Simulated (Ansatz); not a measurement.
Two structures of CH4IS (charge -1), singlet, reached by relaxing down either side of one saddle point (PBE0-D4/def2-TZVPD). Energies are electronic, without zero-point energy. Program: Ansatz 0.2.0. Basis: def2-TZVPPD and def2-QZVPPD. Cores are frozen in the correlated methods. Filled d shells of the heavier atoms are correlated. Core potentials replace the inner electrons of the atoms past krypton. The def2 sets are not built for correlating such inner shells, so the correlated values are less sure here. Extrapolation: Hartree–Fock as exp(−7.88 √X), correlation as X^−2.97. First:

I1  (-1.977, -0.496, 2.081)
C2  (-0.356, -0.208, 0.566)
S3  (1.799, 0.219, -1.529)
H4  (-0.741, -0.616, -0.357)
H5  (0.494, -0.758, 0.945)
H6  (-0.180, 0.857, 0.524)
H7  (0.961, 1.002, -2.231)
(Å)

Second:

```tsv
atom	x (Å)	y (Å)	z (Å)
I1	-3.0926	0.2479	0.1756
C2	0.8101	-0.3013	0.2759
S3	0.5483	0.7778	-1.1538
H4	-0.1730	-0.5196	0.7010
H5	1.2895	-1.2323	-0.0307
H6	1.4278	0.1959	1.0254
H7	-0.8102	0.8317	-0.9933
```

Problem. Which bonds change from the first to the second?

Solution. [CH₃I ([CH3][I]) + HS]⁻ → [CH₄S ([CH3][SH]) + I]⁻; bonds formed: C2–S3; bonds broken: I1–C2.

Problem. Give the saddle point's structure and its height above each. (An estimate is asked for; the value comes from the calculation.)

Solution. The calculation gives: 9.1 kJ/mol above the first and 148.3 kJ/mol above the second (CCSD(T) at an estimated basis limit (MP2 extrapolated from triple and quadruple zeta, plus CCSD(T) − MP2 in triple zeta)).
```xyz
7
angstrom
I -1.9905 -0.4851 2.0889
C -0.2477 -0.1826 0.4464
S 1.6947 0.1688 -1.4058
H -0.7317 -0.6269 -0.4050
H 0.5359 -0.7497 0.9179
H -0.1631 0.8890 0.4776
H 0.9025 0.9867 -2.1199
```

T1 diagnostic: at most 0.016.

Labels in which every atom is bracketed show which atoms are joined, not bond orders.

For scale, one of the runs: CCSD(T)/def2-TZVPPD, 215 basis functions, launched by `ansatz run in.yaml --threads 4 --pin off --events-out ev --progress --plain --max-ram 9574MiB`. The run took 56 s on 4 CPU threads of an AMD EPYC 9B14 (shared host), with 3.4 GiB of host memory at its peak.
